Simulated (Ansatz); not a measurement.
`[SiH3][GeH]1[S][S]1`, 8 atoms. Total charge 0; spin multiplicity 1. Correlated methods include outer-core shells of Ge, which these sets cover unevenly. Scalar relativity is left out up to krypton. All runs use 4 threads of an Intel Xeon Platinum 8559C on a shared host. Correlated methods freeze the cores.

(1) How many basis functions does each run have, and how long does it take in Ansatz? RKS PBE0-D4/def2-QZVPP energy; RKS ωB97M-V/def2-QZVPP energy; RKS ωB97M-V/def2-TZVPP energy and forces; RHF-MP2/def2-QZVPP energy; RHF-CCSD(T)/def2-TZVPP energy; RKS PBE0-D4/def2-TZVP relaxation (8 steps); RKS PBE0-D4/def2-TZVPP energy; RHF-CCSD(T)/def2-SVP energy; direct RPA on PBE orbitals/def2-TZVPP energy; RKS PBE0-D4/def2-SVP energy; RKS PBE-D4/def2-TZVPP energy and forces; RKS PBE0-D4/def2-TZVP frequencies. (An estimate is asked.)

## Answers

(1) Computed: Other jobs shared the machine, so times are rough.

```csv
level,job,functions,wall time,peak host memory (GiB)
RKS PBE0-D4/def2-SVP,energy,106,0.95 s,0.43
RKS PBE-D4/def2-TZVPP,energy and forces,230,2.4 s,0.37
RHF-CCSD(T)/def2-SVP,energy,106,3.3 s,0.43
direct RPA on PBE orbitals/def2-TZVPP,energy,230,3.3 s,0.51
RKS PBE0-D4/def2-TZVPP,energy,230,3.8 s,0.83
RKS PBE0-D4/def2-QZVPP,energy,419,7.5 s,1.9
RKS ωB97M-V/def2-TZVPP,energy and forces,230,8.5 s,1
RKS ωB97M-V/def2-QZVPP,energy,419,16 s,2.2
RHF-MP2/def2-QZVPP,energy,419,17 s,2.2
RKS PBE0-D4/def2-TZVP,relaxation (8 steps),183,33 s,0.65
RHF-CCSD(T)/def2-TZVPP,energy,230,72 s,3.5
RKS PBE0-D4/def2-TZVP,frequencies,183,110 s,0.66
```
